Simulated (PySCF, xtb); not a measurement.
SnF2, SMILES [F][Sn][F] (connectivity only; charge and spin as stated), neutral, multiplicity 1.

Harmonic wavenumbers (cm⁻¹) from GFN2-xTB (xtb) at its own minimum, in rising order: 110, 391, 405.

Q: What does TPSSh-D3(BJ)/def2-TZVP in PySCF give at its own minimum? (An estimate is asked for; the answer gives what the named calculation found.)

A: 188, 580, 598. Paired by order, the mean absolute difference is 154 cm⁻¹ and the zero-point energies are 1.3 and 2.0 kcal/mol.
